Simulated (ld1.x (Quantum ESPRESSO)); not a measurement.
**Which change was made? (Te, RRKJ)**

| Quantity | Value |
| --- | --- |
| Element | Te |
| Generator | ld1.x (Quantum ESPRESSO) 7.5 |
| Type | norm-conserving RRKJ (Kleinman–Bylander form) |
| Functional | PBEsol |
| Relativity | fully relativistic |
| Frozen core | [Kr] 4d10 |
| Valence charge | 6 |
| Reference configuration | 5s1.5 5p4.5 |
| Partial waves | 5p (bound): rc 1.75 bohr; 5d channel at -0.15 Ry: rc 1.90 bohr; 5s (bound): rc 1.35 bohr |
| Local potential | the s channel |
| Core correction | a·sin(br)/r model core inside 1.25 bohr |

Open shells are filled in proportion to 2j + 1 (rel_dist='average').

Cutoffs, loose and tight: the cutoffs (Ry, on a coarse ladder) from which the occupation-weighted sum of valence levels, in a spherical-Bessel basis at the reference potential, stays within 10 and 1 mRy of its value at 400 Ry. They do not see the model core or the augmentation charge, which bear on the density cutoff. Test errors are all-electron minus pseudo excitation energies from the reference, over the configurations 5s2 5p4; 5s2 5p3; 5s2 5p2; 5s1 5p4; 5s2 5p4.3; 5s2 5p0; 5s2 5p3.5; variants that change the core or the reference have their own tests.

The base gives: outcome: generated; cutoff, loose: 50 Ry; cutoff, tight: 180 Ry; bound ghosts: p3/2, p1/2, d3/2, d5/2; largest test error (meV): -124.

After one change the result is: outcome: generated; cutoff, loose: 50 Ry; cutoff, tight: 180 Ry; bound ghosts: p, d; largest test error (meV): -148. Which change was it?
A. wave 5p (bound): rc 1.75 bohr becomes 5p (bound): rc 1.36 bohr
B. type ultrasoft; waves now 5s (bound): rcut 1.15, rcutus 1.35 bohr; 5s channel at 0.75 Ry: rcut 1.15, rcutus 1.35 bohr; 5p (bound): rcut 1.50, rcutus 1.75 bohr; 5p channel at 0.05 Ry: rcut 1.50, rcutus 1.75 bohr; 5d channel at -0.15 Ry: rcut 1.65, rcutus 1.90 bohr; 5d channel at 3 Ry: rcut 1.65, rcutus 1.90 bohr; local potential all-electron potential smoothed inside 1.25 bohr (lloc = -1); augmentation PSQ, radius 1.25 bohr
C. reference 5s2 5p4
D. scalar-relativistic

D. The others give: type ultrasoft; waves now 5s (bound): rcut 1.15, rcutus 1.35 bohr; 5s channel at 0.75 Ry: rcut 1.15, rcutus 1.35 bohr; 5p (bound): rcut 1.50, rcutus 1.75 bohr; 5p channel at 0.05 Ry: rcut 1.50, rcutus 1.75 bohr; 5d channel at -0.15 Ry: rcut 1.65, rcutus 1.90 bohr; 5d channel at 3 Ry: rcut 1.65, rcutus 1.90 bohr; local potential all-electron potential smoothed inside 1.25 bohr (lloc = -1); augmentation PSQ, radius 1.25 bohr → outcome: failed: chargeps: negative rho | wave 5p (bound): rc 1.75 bohr becomes 5p (bound): rc 1.36 bohr → outcome: failed: compute_chi: n is too large | reference 5s2 5p4 → outcome: generated; cutoff, loose: 70 Ry; cutoff, tight: 200 Ry; bound ghosts: p3/2, p1/2, d3/2, d5/2; largest test error (meV): -95.
